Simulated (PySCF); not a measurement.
# Static response to an electric field

Compound: C₄H₁₀ClFSi.
Geometry (GFN2-xTB, Å), atoms numbered from 1 in this order:
```
atom  x, y, z in Å
C1     1.4900   -0.8785    0.9974
C2     0.8121   -0.6921   -0.3553
C3    -0.3722    0.2716   -0.3139
C4     0.0555    1.7006   -0.0264
Cl5   -1.0771    0.2669   -1.9934
Si6   -1.8228   -0.3026    0.8010
F7    -1.9536   -1.8935    0.6090
H8     1.8960    0.0590    1.3677
H9     0.7875   -1.2706    1.7292
H10    2.3091   -1.5868    0.8980
H11    1.5451   -0.3235   -1.0792
H12    0.4576   -1.6631   -0.7084
H13   -0.7829    2.3820   -0.1514
H14    0.4096    1.7837    0.9986
H15    0.8537    2.0096   -0.7001
H16   -3.0756    0.2712    0.3491
H17   -1.5390   -0.1221    2.2176
```

Level: wB97X-D/def2-SVPD (PySCF), static field, nuclei fixed, core orbitals frozen in the response. The polarisability tensor in these axes (au):

```
x   88.42 -1.26  3.13
y   -1.26 79.42 -2.78
z    3.13 -2.78 91.33
```

**Question.** Diagonalise the tensor; give its mean and Δα, where Δα² is half the sum of the squared differences of the eigenvalues.

**Answer.** Principal values 78.77, 86.45 and 93.96 au; mean 86.39 au = 12.80 Å³ = 14.24 × 10⁻⁴⁰ C²·m²/J; Δα = 13.15 au (15 % of the mean).

**Question.** What is the dipole moment, and where does it point?

**Answer.** (1.54, 1.57, 1.84) D, 2.87 D in size, pointing from the negative to the positive side. Measured along this direction, the outermost atoms are Cl5 and F7 at the negative end and H8 and H14 at the positive end.

**Question.** Find the Langevin capture rate constant for H3+ (3.023 u) meeting this molecule (140.022 u), k = 2.342 × 10⁻⁹ cm³/s × √(α in Å³ / reduced mass in u).

**Answer.** The reduced mass is 2.96 u, so k = 4.87 × 10⁻⁹ cm³/s. The formula leaves out the permanent dipole, which adds to the capture rate.

**Question.** Refractivity n − 1 of an ideal gas of it at 298.15 K and 1 atm, from the electronic α?

**Answer.** N = p/kT = 2.4615 × 10¹⁹ cm⁻³, so n − 1 = 2π × N × 12.80 × 10⁻²⁴ cm³ = 1980 × 10⁻⁶ at long wavelengths.

**Question.** Orientational against electronic polarisability at 400 K (dilute gas, rigid molecules)?

**Answer.** In Gaussian units μ²/3kT = 49.58 Å³ against 12.80 Å³, a ratio of 3.87; the Debye molar polarisation (4π/3)N_A(α + μ²/3kT) is 157.4 cm³/mol, leaving out the vibrational part.

The structure is a single GFN2-xTB conformer in the gas phase; no vibrational or solvent corrections.
